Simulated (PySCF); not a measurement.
Species: As(OMe)3, C₃H₉AsO₃.
Geometry (PBE0-D3(BJ)/def2-SVP, Å), atoms numbered from 1 in this order:
```
atom  x, y, z in Å
As1   -0.023   -0.014    0.667
O2     1.434    0.382   -0.272
C3     2.599   -0.374   -0.063
H4     2.862   -0.471    1.008
H5     3.431    0.140   -0.567
H6     2.507   -1.388   -0.489
O7    -1.095    1.102   -0.208
C8    -0.936    2.484   -0.006
H9    -0.945    2.765    1.065
H10   -1.779    2.995   -0.495
H11    0.003    2.853   -0.453
O12   -0.453   -1.453   -0.283
C13   -1.660   -2.115   -0.008
H14   -1.800   -2.322    1.071
H15   -1.646   -3.080   -0.536
H16   -2.532   -1.538   -0.364
```

Level of theory: PBE0-D3(BJ)/def2-SVP geometry optimisation, gas phase (PySCF 2.14.0).

Masses are those of the commonest isotopes; rigid-rotor values at the optimised geometry. The values belong to one conformer.

(1) What are A, B and C (MHz)?

(2) Classify the top.

(3) Is it planar, by Δ = Ic − Ia − Ib?

(4) Give the other two planar moments, Paa and Pbb, and the rms extents of the mass along the axes.

(5) Which types of transition are allowed, and where do some lines up to J = 3 fall?

## Answers

(1) Ia = 254.58, Ib = 263.95, Ic = 452.41 u·Å²; 505379 MHz·u·Å²/I gives A = 1985, B = 1915, C = 1117 MHz.

(2) An asymmetric top; Ray's κ = 0.838.

(3) Not planar: Δ = Ic − Ia − Ib = -66.12 u·Å². For a rigid frame Δ = −2 Σ m c², so Σ m c² = 33.06 u·Å² lies off the ab plane: 5.09 from hydrogen and 27.97 from heavier atoms. The atom farthest from that plane is 0.84 Å away.

(4) Paa = Σ m a² = (Ib + Ic − Ia)/2 = 230.89 and Pbb = Σ m b² = (Ia + Ic − Ib)/2 = 221.52 u·Å². With the mass M = 167.98 u, the rms extents √(P/M) along a, b and c are 1.17, 1.15, 0.44 Å.

(5) The dipole components are |μa| = 0.02 D, |μb| = 0.13 D, |μc| = 1.88 D. The squared components, which scale the intensities, stand as 0.00 : 0.00 : 1.00 (a : b : c). Some lines, for components of 0.1 D or more:

| type | branch | J(Ka,Kc) | MHz | lower level (cm⁻¹) |
| --- | --- | --- | --- | --- |
| b | Q | 1(1,0) ← 1(0,1) | 868 | 0.101 |
| b | Q | 3(2,1) ← 3(1,2) | 2312 | 0.669 |
| b | Q | 2(1,1) ← 2(0,2) | 2397 | 0.279 |
| b | Q | 2(2,1) ← 2(1,2) | 2604 | 0.279 |
| b | Q | 3(1,2) ← 3(0,3) | 4145 | 0.530 |
| b | Q | 3(2,2) ← 3(1,3) | 4167 | 0.530 |
| b | R | 2(0,2) ← 1(1,1) | 5262 | 0.103 |
| b | R | 2(1,2) ← 1(0,1) | 5336 | 0.101 |
| b | R | 2(2,1) ← 1(1,0) | 7073 | 0.130 |
| b | R | 3(1,3) ← 2(0,2) | 7537 | 0.279 |
| c | R | 2(1,1) ← 1(0,1) | 7729 | 0.101 |
| c | R | 2(2,1) ← 1(1,1) | 7870 | 0.103 |
| b | R | 2(2,0) ← 1(1,1) | 8602 | 0.103 |
| b | R | 3(3,1) ← 2(2,0) | 11076 | 0.390 |
| c | R | 3(2,2) ← 2(1,2) | 11700 | 0.279 |
| c | R | 3(3,1) ← 2(2,1) | 11808 | 0.366 |
| b | R | 3(3,0) ← 2(2,1) | 12449 | 0.366 |
| b | R | 3(2,1) ← 2(1,2) | 13990 | 0.279 |

Not checked by PBE0-D3(BJ)/def2-SVP frequencies. Constants of a rigid frame at the computed geometry: no zero-point averaging, no centrifugal distortion. A rigid rotor knows nothing of internal rotation, which can split or shift real lines. Quadrupole hyperfine structure (75As) is left out.
